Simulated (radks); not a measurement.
Results of a calculation; reference values are marked as such.
Ionisation ladder of dysprosium, from Dy XLV to Dy LXI. Each ion is in the ground configuration listed by NIST, and IE = E(next ion) - E(this ion). Code: a radial shooting solver on a logarithmic mesh with Libxc functionals. Model: non-relativistic Kohn-Sham, TPSS, spin-polarised, spherical densities, point nucleus; open shells are filled with parallel spins first (spin-orbit coupling, left out, can overturn this in heavy ions); meta-GGA in the generalised Kohn-Sham scheme; relativity is left out, which matters for an element this heavy.

species	configuration	E (hartree)	IE, Delta-SCF (eV)	-e(HOMO) (eV)	HOMO	<r> HOMO (bohr)	IE, NIST (eV)	kind	error (eV)
Dy XLV	[Ar] 3d4	-10071.3408	3587.4	3530.1	3d up	0.196	3607	theory	-19.6
Dy XLVI	[Ar] 3d3	-9939.5061	3702.7	3644.9	3d up	0.194	3725	theory	-22.3
Dy XLVII	[Ar] 3d2	-9803.4340	3818.9	3760.7	3d up	0.193	3852	theory	-33.1
Dy XLVIII	[Ar] 3d1	-9663.0932	3935.7	3877.2	3d up	0.192	3970	theory	-34.3
Dy XLIX	[Ar]	-9518.4601	4259.8	4209.5	3p	0.220	4303	theory	-43.2
Dy L	[Ne] 3s2 3p5	-9361.9161	4359.7	4309.9	3p down	0.219	4407	theory	-47.3
Dy LI	[Ne] 3s2 3p4	-9201.6998	4457.7	4409.2	3p down	0.217	4523	theory	-65.3
Dy LII	[Ne] 3s2 3p3	-9037.8817	4591.0	4539.5	3p up	0.216	4629	theory	-38.0
Dy LIII	[Ne] 3s2 3p2	-8869.1646	4693.5	4642.4	3p up	0.215	4945	theory	-251.5
Dy LIV	[Ne] 3s2 3p1	-8696.6832	4793.9	4744.2	3p up	0.214	5066	theory	-272.1
Dy LV	[Ne] 3s2	-8520.5107	5002.3	4960.2	3s	0.225	5296	theory	-293.7
Dy LVI	[Ne] 3s1	-8336.6780	5109.7	5067.4	3s up	0.224	5412	theory	-302.3
Dy LVII	[Ne]	-8148.8992	11996.9	11859.3	2p	0.0811	12081	theory	-84.1
Dy LVIII	[He] 2s2 2p5	-7708.0226	12270.2	12134.1	2p down	0.0806	12370	theory	-99.8
Dy LIX	[He] 2s2 2p4	-7257.1010	12536.4	12405.3	2p down	0.0802	12690	theory	-153.6
Dy LX	[He] 2s2 2p3	-6796.3953	12907.7	12765.9	2p up	0.0795	12986	theory	-78.3
Dy LXI	[He] 2s2 2p2	-6322.0461	13189.5	13049.2	2p up	0.0790	14144	theory	-954.5

Reference values: NIST Atomic Spectra Database (exp. = measured, semi-emp. = semi-empirical, theory = theoretical value adopted there). The ionisation energy per charge of the ion left behind rises most, in proportion, at Dy LVII ([Ne]), from 91.245 to 210.47 eV. Relativity is left out here, which matters for elements this heavy. Open shells are spherical and high-spin; term and fine-structure splittings are not resolved.
